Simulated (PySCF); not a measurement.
pyridine (C$_{5}$H$_{5}$N), singlet, geometry from GFN2-xTB; PBE0/STO-3G (PySCF).

The PySCF input:
```python
from pyscf import gto, scf, dft

mol = gto.M(
    atom='''
N     0.00742982   -0.00202824    1.39890042
C    -0.00729504    0.00199145   -1.37352275
C     0.00593743    1.13226510    0.72050688
C     0.00169873   -1.13434967    0.71724306
C    -0.00577111   -1.19111707   -0.66858228
C    -0.00131259    1.19305082   -0.66514919
H    -0.01303551    0.00355852   -2.45435009
H     0.01080092    2.03373642    1.31980399
H     0.00318739   -2.03755505    1.31394154
H    -0.01026046   -2.14122739   -1.18042206
H    -0.00224565    2.14464139   -1.17425062
''',
    basis='sto-3g',
    verbose=4,
)

mf = dft.RKS(mol)
mf.xc = 'pbe0'
mf.grids.prune = None
mf.kernel()
```

Problem. What does PySCF print? Leave out banner, timings and long lists.

Solution. 
```
PySCF version 2.14.0

[INPUT] verbose = 4
[INPUT] num. atoms = 11
[INPUT] num. electrons = 42
[INPUT] charge = 0
[INPUT] spin (= nelec alpha-beta = 2S) = 0
[INPUT] symmetry False subgroup None
[INPUT] Mole.unit = angstrom
[INPUT] Symbol           X                Y                Z      unit          X                Y                Z       unit  Magmom
[INPUT]  1 N      0.007429820000  -0.002028240000   1.398900420000 AA    0.014040324955  -0.003832818115   2.643538669339 Bohr   0.0
[INPUT]  2 C     -0.007295040000   0.001991450000  -1.373522750000 AA   -0.013785627668   0.003763295091  -2.595581823359 Bohr   0.0
[INPUT]  3 C      0.005937430000   1.132265100000   0.720506880000 AA    0.011220116584   2.139670939403   1.361560674065 Bohr   0.0
[INPUT]  4 C      0.001698730000  -1.134349670000   0.717243060000 AA    0.003210134460  -2.143610205791   1.355392948145 Bohr   0.0
[INPUT]  5 C     -0.005771110000  -1.191117070000  -0.668582280000 AA   -0.010905817335  -2.250885044594  -1.263437400937 Bohr   0.0
[INPUT]  6 C     -0.001312590000   1.193050820000  -0.665149190000 AA   -0.002480435614   2.254539302488  -1.256949801076 Bohr   0.0
[INPUT]  7 H     -0.013035510000   0.003558520000  -2.454350090000 AA   -0.024633543794   0.006724628209  -4.638049483902 Bohr   0.0
[INPUT]  8 H      0.010800920000   2.033736420000   1.319803990000 AA    0.020410780693   3.843204843353   2.494068079208 Bohr   0.0
[INPUT]  9 H      0.003187390000  -2.037555050000   1.313941540000 AA    0.006023294152  -3.850421008224   2.482989654289 Bohr   0.0
[INPUT] 10 H     -0.010260460000  -2.141227390000  -1.180422060000 AA   -0.019389459312  -4.046333337517  -2.230674404795 Bohr   0.0
[INPUT] 11 H     -0.002245650000   2.144641390000  -1.174250620000 AA   -0.004243663472   4.052784862507  -2.219012073401 Bohr   0.0

nuclear repulsion = 207.572344723666
number of shells = 23
number of NR pGTOs = 105
number of NR cGTOs = 35
basis = sto-3g
ecp = {}

******** <class 'pyscf.dft.rks.RKS'> ********
method = RKS
initial guess = minao
damping factor = 0
level_shift factor = 0
DIIS = <class 'pyscf.scf.diis.CDIIS'>
diis_start_cycle = 1
diis_space = 8
diis_damp = 0
SCF conv_tol = 1e-09
SCF conv_tol_grad = None
SCF max_cycles = 50
direct_scf = True
direct_scf_tol = 1e-13
XC library pyscf.dft.libxc version 7.1.2
    S. Lehtola, C. Steigemann, M. J. T. Oliveira, and M. A. L. Marques,  SoftwareX 7, 1–5 (2018)
XC functionals = pbe0
    C. Adamo and V. Barone,  J. Chem. Phys. 110, 6158 (1999)
    M. Ernzerhof and G. E. Scuseria,  J. Chem. Phys. 110, 5029 (1999)
radial grids:
    Treutler-Ahlrichs [JCP 102, 346 (1995); DOI:10.1063/1.469408] (M4) radial grids

becke partition: Becke, JCP 88, 2547 (1988); DOI:10.1063/1.454033
pruning grids: None
grids dens level: 3
symmetrized grids: False
atomic radii adjust function: <function treutler_atomic_radii_adjust>
small_rho_cutoff = 0
Set gradient conv threshold to 3.16228e-05
Initial guess from minao.
tot grids = 211400
init E= -246.185376802271
  HOMO = -0.250723585031571  LUMO = -0.0200098270717132  gap/eV = 6.27804
cycle= 1 E= -244.893052495908  delta_E= 1.29  |g|= 0.294  |ddm|= 4.79
  HOMO = -0.090297366651787  LUMO = 0.0821993136623494  gap/eV = 4.69387
cycle= 2 E= -244.877322357841  delta_E= 0.0157  |g|= 0.395  |ddm|= 0.864
  HOMO = -0.172498562663954  LUMO = 0.0831049869989268  gap/eV = 6.95533
cycle= 3 E= -244.923214896189  delta_E= -0.0459  |g|= 0.0296  |ddm|= 0.486
  HOMO = -0.173627876751213  LUMO = 0.0769742816809765  gap/eV = 6.81923
cycle= 4 E= -244.923349226567  delta_E= -0.000134  |g|= 0.0221  |ddm|= 0.0696
  HOMO = -0.176666313201886  LUMO = 0.0776019999312384  gap/eV = 6.91899
cycle= 5 E= -244.92351848086  delta_E= -0.000169  |g|= 0.00427  |ddm|= 0.035
  HOMO = -0.175818238946223  LUMO = 0.0783486263024833  gap/eV = 6.91623
cycle= 6 E= -244.923524675156  delta_E= -6.19e-06  |g|= 0.000511  |ddm|= 0.00623
  HOMO = -0.175864892160913  LUMO = 0.0782920466767774  gap/eV = 6.91596
cycle= 7 E= -244.92352473123  delta_E= -5.61e-08  |g|= 0.000302  |ddm|= 0.000918
  HOMO = -0.175874798608174  LUMO = 0.0782906840092527  gap/eV = 6.91620
cycle= 8 E= -244.923524756658  delta_E= -2.54e-08  |g|= 3.14e-05  |ddm|= 0.000336
  HOMO = -0.175878870212161  LUMO = 0.0782905311115645  gap/eV = 6.91630
cycle= 9 E= -244.923524756926  delta_E= -2.68e-10  |g|= 2.18e-06  |ddm|= 4.11e-05
  HOMO = -0.175879113360964  LUMO = 0.0782904560661124  gap/eV = 6.91631
Extra cycle  E= -244.923524756926  delta_E= 5.68e-13  |g|= 2.37e-06  |ddm|= 5.6e-06
converged SCF energy = -244.923524756926
```
